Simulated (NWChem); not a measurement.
# CaCl cation; SMILES [Cl][Ca+]

Computed with NWChem. Each level has its own optimisation; frequencies are unscaled.

For level PBE0/def2-SVP:

```
Item                               Value
---------------------------------  -----
highest harmonic frequency (cm⁻¹)    461
```

Q: Estimate the same quantities for level BP86/def2-TZVP.

A: 
- highest harmonic frequency (cm⁻¹) = 446
